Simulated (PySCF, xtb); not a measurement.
I2, SMILES II (connectivity only; charge and spin as stated), charge -1, multiplicity 2.

The structure is a stationary point at B3LYP-D3(BJ)/def2-TZVPD. The def2 effective core potentials stand for the cores of I; spin–orbit coupling is left out.

The numbers are results of PySCF 2.14.0 with C-PCM-M06-2X/def2-SVPD, not measurements.

The values are the electrostatic part of the solvation free energy, E(continuum) − E(gas) at the gas-phase geometry, in a cavity of scaled van der Waals radii (PySCF's table); cavitation and dispersion terms are not included.

| solvent | ε | ΔG(elec) (kcal/mol) |
|---|---|---|
| water | 78.36 | -49.5 |
| dichloromethane | 8.93 | -44.4 |
| N,N-dimethylformamide | 37.22 | -48.8 |

For comparison, GFN2-xTB/ALPB(water) (xtb, at the GFN2-xTB geometry, all terms of that model) gives -50.8 kcal/mol.
